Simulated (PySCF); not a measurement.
Precursor series Cd Cl-F. Isolated molecules, 0 K electronic values unless said otherwise.

Level of theory: B3LYP-D3(BJ)/def2-TZVP // TPSS-D3(BJ)/def2-SVP in PySCF 2.14.0. B3LYP has the VWN-RPA correlation part, as in Gaussian. 

| species | charge on the central atom (Mulliken) (e) | HOMO (eV) |
|---|---|---|
| 0 of 2 Cl replaced by F ([Cd(Cl)2]) | 0.80 | -8.62 |
| 1 of 2 Cl replaced by F ([Cd(Cl)(F)]) | 0.95 | -8.85 |
| 2 of 2 Cl replaced by F ([Cd(F)2]) | ? | -9.81 |

### Question
What belongs in the gaps?

### Answer

- 2 of 2 Cl replaced by F ([Cd(F)2]), charge on the central atom (Mulliken) (e): 1.09
